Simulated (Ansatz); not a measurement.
C2H9NOSi, SMILES `CO[SiH](C)N`, relaxed with RKS PBE0-D4/def2-TZVP in Ansatz from a GFN2-xTB geometry. The force threshold is 0.005 eV/Å; the program also tests the step.

Total charge 0; spin multiplicity 1.

Start:

```xyz
14

C     0.824   -1.821   -0.851
O    -0.283   -1.170   -0.314
Si   -0.522    0.437   -0.195
C     0.845    1.351    0.753
N    -1.952    0.454    0.761
H     0.909   -1.627   -1.923
H     0.696   -2.893   -0.692
H     1.748   -1.497   -0.365
H    -0.623    1.011   -1.552
H     1.799    1.282    0.239
H     0.616    2.405    0.868
H     0.975    0.935    1.748
H    -2.361    1.344    0.986
H    -2.671   -0.214    0.536
```

```
         step  energy (eV)  largest force (eV/Å)  largest move (Å)
            1  -13630.3826                 1.068             0.000
            2  -13630.4278                 0.367             0.052
            3  -13630.4390                 0.151             0.039
            4  -13630.4490                 0.192             0.142
            5  -13630.4600                 0.147             0.079
            6  -13630.4721                 0.255             0.200
            7  -13630.4759                 0.130             0.050
 8 (rejected)  -13630.4432                 1.369             0.192
            9  -13630.4808                 0.140             0.096
           10  -13630.4855                 0.123             0.100
11 (rejected)  -13630.4756                 1.161             0.148
           12  -13630.4904                 0.158             0.074
           13  -13630.4939                 0.439             0.073
           14  -13630.5011                 0.238             0.087
           15  -13630.5038                 0.126             0.037
           16  -13630.5049                 0.097             0.200
           17  -13630.5090                 0.063             0.077
           18  -13630.5111                 0.041             0.066
19 (rejected)  -13630.5104                 0.236             0.084
           20  -13630.5116                 0.054             0.042
           21  -13630.5118                 0.039             0.055
           22  -13630.5119                 0.009             0.019
           23  -13630.5119                 0.006             0.003
           24  -13630.5119                 0.004             0.005
```

End:

```xyz
14

C     0.883   -1.804   -0.825
O    -0.175   -1.239   -0.094
Si   -0.537    0.372   -0.151
C     0.787    1.364    0.701
N    -2.036    0.695    0.596
H     0.881   -1.472   -1.871
H     0.775   -2.890   -0.812
H     1.857   -1.552   -0.387
H    -0.645    0.740   -1.592
H     1.772    1.151    0.276
H     0.600    2.435    0.597
H     0.829    1.125    1.767
H    -2.102    0.733    1.601
H    -2.889    0.340    0.195
```

It took 30 s on 2 threads of an AMD EPYC 7R13 on a shared host and a share of an NVIDIA H100 80 GB, with 0.94 GiB of host memory at the peak.
